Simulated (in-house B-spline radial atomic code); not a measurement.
Configurations of Co II (Co+), with energies counted from [Ar] 3d8. All numbers are computed (scalar-relativistic (X2C) B97-1, spin-polarised, spherical fractional occupations, exact exchange averaged over the configuration; Fermi nucleus of rms radius 3.7875 fm) with a radial B-spline atomic code at the basis-set limit, not measured. Shells without spins written out take the highest spin.

Occupations are held fixed; configurations that lie above the ionisation limit could autoionise.

```csv
configuration,E - E(ref) (eV),highest orbital,its <r> (bohr)
[Ar] 3d7 4p1,6.1395,4p up,3.287
[Ne] 3s2 3p5 3d8 4s1,58.983,4s up,2.583
[Ne] 3s2 3p5 3d8 4d1,69.892,4d up,5.553
[Ne] 3s2 3p5 3d8 4f1,72.305,4f up,8.742
```

Task: Order these further configurations by energy, lowest first.
A. [Ar] 3d7 4s1
B. [Ne] 3s2 3p5 3d8 4p1
C. [Ne] 3s2 3p5 3d9
D. [Ar] 3d7 4d1
E. [Ar] 3d7 4f1

Result: A (0.71406 eV), D (11.505 eV), E (13.89 eV), C (57.817 eV), B (64.463 eV).
